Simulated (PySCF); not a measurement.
## How methods differ on the ionisation energy of Ge⁺

Ge⁺ [Ar] 3d10 4s2 4p1 (2P) → Ge²⁺ [Ar] 3d10 4s2 (1S), as a difference of total energies. Computed with PySCF 2.14 in aug-cc-pVQZ-PP with ECP10MDF (7s6p5d3f2g, 89 functions), with scalar relativity through the core potential. Correlated levels: valence: 3s2 3p6 3d10 frozen. The calculations carry no spin-orbit coupling.

Task: Order these methods by the ionisation energy they give, lowest first.
A. HSE06
B. r2SCAN
C. UHF
D. SCS-MP2 (valence)

Result: C (15.255 eV), D (15.511 eV), A (15.764 eV), B (15.941 eV).

Errors of the correlated levels include the incompleteness of this basis and the frozen core.

For comparison: 15.789 eV (measured; NIST levels, between the centres of gravity of the two terms).
